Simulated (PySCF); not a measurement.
Mean polarisability (bohr³) of eight silicon and germanium compounds: PBE beside ωB97X, computed with PySCF for isolated molecules in the bases named; differences from unrounded values. The eight are the first of their class met in an unordered collection, after screening for sound electronic states; none was chosen by its value. Each molecule has one DFT geometry for both levels.

| molecule | basis | ωB97X |
|---|---|---|
| Cl2H4SSi2, SMILES [SiH2](Cl)S[SiH2]Cl | def2-TZVP | 90.3 |
| Si(H)(Cl)(Br)(NH2) (BrClH₃NSi), SMILES N[SiH](Cl)Br | def2-TZVP | 61.2 |
| Si(H)2(Cl)(NMe2) (C2H8ClNSi), SMILES CN(C)[SiH2]Cl | def2-TZVP | 68.7 |
| C3H10OSi2, SMILES C[Si](C)([SiH3])C=O | def2-TZVP | 94.8 |
| 1-chloroethenyl(methyl)silane (C₃H₇ClSi), SMILES C[SiH2]C(=C)Cl | def2-TZVP | 74.4 |
| C3H8ClNSi, SMILES C/N=C/[Si@H](Cl)C | def2-TZVP | 81.3 |
| FH₆NOSi₂, SMILES N[Si@@H](O)[SiH2]F | def2-TZVP | 61.7 |
| C2H6O2Si, SMILES C([SiH2]C)(O)=O | def2-TZVP | 56.7 |

Q: Estimate the PBE values and say how PBE differs from ωB97X over the set. (The exact figures need the calculation; the answer reports its results.)

A: 
| molecule | PBE | difference |
|---|---|---|
| Cl2H4SSi2, SMILES [SiH2](Cl)S[SiH2]Cl | 95.4 | 5.1 |
| Si(H)(Cl)(Br)(NH2) (BrClH₃NSi), SMILES N[SiH](Cl)Br | 64.6 | 3.4 |
| Si(H)2(Cl)(NMe2) (C2H8ClNSi), SMILES CN(C)[SiH2]Cl | 72.7 | 4.0 |
| C3H10OSi2, SMILES C[Si](C)([SiH3])C=O | 101.6 | 6.8 |
| 1-chloroethenyl(methyl)silane (C₃H₇ClSi), SMILES C[SiH2]C(=C)Cl | 77.8 | 3.4 |
| C3H8ClNSi, SMILES C/N=C/[Si@H](Cl)C | 86.5 | 5.2 |
| FH₆NOSi₂, SMILES N[Si@@H](O)[SiH2]F | 66.1 | 4.4 |
| C2H6O2Si, SMILES C([SiH2]C)(O)=O | 60.5 | 3.8 |
PBE lies below ωB97X in 0 and above it in 8 of the eight; the mean signed difference is 4.5 and the largest 6.8 bohr³.
